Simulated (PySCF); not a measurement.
Structure with atom numbers: `[CH3:1][Si@@H:2]1[SiH2:3][Si@@H:4]([CH3:5])[Si:6]1([NH2:7])[PH2:8]` (H(Xn): hydrogen on atom n). Ha(Si3) is cis to C1 on the ring; Hb(Si3) is trans to C1 on the ring.

Level of theory: shieldings: GIAO PBE0/pcSseg-1, GFN2-xTB structure, in PySCF 2.14 (single conformer, equivalent nuclei averaged, no relativistic terms, in vacuum).

Problem. List the cross peaks expected in HSQC, COSY and HMBC spectra.

Solution. 

HSQC (one-bond C–H):
| δH | δC |
| --- | --- |
| 0.47 (H(C5)) | -6.6 (C5) |
| 0.24 (H(C1)) | -6.0 (C1) |

COSY cross peaks (H two or three bonds apart, from the bond graph; peaks can be absent where the dihedral angle is near 90°):
| δH | δH |
| --- | --- |
| 4.69 (H(Si2)) | 3.98 (Hb(Si3)) |
| 4.69 (H(Si2)) | 3.98 (Ha(Si3)) |
| 4.69 (H(Si2)) | 0.24 (H(C1)) |
| 4.62 (H(Si4)) | 3.98 (Hb(Si3)) |
| 4.62 (H(Si4)) | 3.98 (Ha(Si3)) |
| 4.62 (H(Si4)) | 0.47 (H(C5)) |
| 3.98 (Hb(Si3)) | 3.98 (Ha(Si3)) |

HMBC (two and three bonds, from the bond graph):
| δH | δC |
| --- | --- |
| 4.69 (H(Si2)) | -6.0 (C1) |
| 4.62 (H(Si4)) | -6.6 (C5) |
| 3.98 (Hb(Si3)) | -6.0 (C1), -6.6 (C5) |
| 3.98 (Ha(Si3)) | -6.0 (C1), -6.6 (C5) |

Chemical shifts δ = σref − σ; $^{1}$H (31.72 ppm) and $^{13}$C (186.93 ppm) vs TMS, all at this level.

OH/NH shifts are gas-phase values; hydrogen bonding in solution moves them, usually downfield. Shifts are as computed. Against solution values, carbons near 30 ppm lie about +3 ppm off and those near 130 ppm about +5 ppm. Of 1309 compounds with measured shifts, 239 miss one by over three times the rms of a fit or turn the order of signals round; such compounds aren't used in these exercises.
